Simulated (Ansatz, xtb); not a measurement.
## FGaH2OSi2: which of two structures lies lower

Structure a is a singlet given by its coordinates and structure b is a singlet given by its coordinates. Both are isolated molecules in the gas phase, relaxed with r2SCAN-D4/def2-SVP.

a (Å):

```xyz
7

F     1.1642    0.7033   -0.1275
Ga    2.0245   -1.4457    0.2221
O     0.2013   -1.9233    0.0068
Si   -0.4952    0.9632   -0.3959
Si   -1.3260   -1.3839   -0.2709
H    -0.5353    1.7083   -1.6982
H    -0.8787    1.9550    0.6634
```

Close contacts (Å): F1–Si4 1.70, Ga2–O3 1.90, O3–Si5 1.64, Si4–Si5 2.49, Si4–H6 1.50, Si4–H7 1.50.

b (Å):

```xyz
7

F    -1.8235    1.1300    0.1866
Ga   -1.7303   -1.4886   -0.0360
O    -0.2331   -0.3557   -1.0080
Si    0.7521   -0.6775    0.5003
Si   -0.4045    1.3568   -0.7084
H     0.6179    0.8770    0.8349
H     2.1550   -0.6304   -0.0646
```

Close contacts (Å): F1–Si5 1.69, Ga2–O3 2.11, Ga2–Si4 2.67, O3–Si4 1.83, O3–Si5 1.75, Si4–Si5 2.63, Si4–H6 1.60, Si4–H7 1.51, Si5–H6 1.91.

Q: Estimate E(b) − E(a) at the level CCSD(T)/def2-SVP + ΔMP2/def2-TZVPP.

A: Calculated at CCSD(T)/def2-SVP + ΔMP2/def2-TZVPP: E(b) − E(a) = +3.9 kcal/mol, so structure a lies lower.

Level by level:

| level | geometry | E(b) − E(a) (kcal/mol) | departure from the last row (kcal/mol) | job, with rough time for the two |
| --- | --- | --- | --- | --- |
| r2SCAN-D4/def2-SVP | r2SCAN-D4/def2-SVP | +1.8 | −2.1 | optimisation, 46 s |
| HF/def2-SVP | r2SCAN-D4/def2-SVP | +14.9 | +11.0 | part of the CCSD(T) run |
| MP2/def2-SVP | r2SCAN-D4/def2-SVP | +6.5 | +2.5 | part of the CCSD(T) run |
| CCSD(T)/def2-SVP | r2SCAN-D4/def2-SVP | +6.4 | +2.5 | single point |
| CCSD(T)/def2-SVP + ΔMP2/def2-TZVPP | r2SCAN-D4/def2-SVP | +3.9 |  | single point, 21 s |

None of the levels shown reverses the order. The largest departure from CCSD(T)/def2-SVP + ΔMP2/def2-TZVPP is that of HF/def2-SVP, 11.0 kcal/mol. Levels run at GFN2-xTB geometries aren't shown. The last row adds to CCSD(T) the change of the MP2 difference between the two basis sets, here −2.5 kcal/mol.

With harmonic frequencies from r2SCAN-D4/def2-SVP (ideal gas, rigid rotor, one conformer each, 298.15 K, 1 atm): on the last row, ΔE + ΔZPE = +3.9 kcal/mol. A mode under 50 cm⁻¹ makes harmonic enthalpies and free energies unreliable, so none is given.

The correlated steps freeze 21 core orbitals; the filled d shell of Ga is correlated, in a basis made for valence electrons. Programs: Ansatz 0.2.0; the last row on 2 threads of Intel(R) Xeon(R) 6975P-C (Granite Rapids) on a shared host.
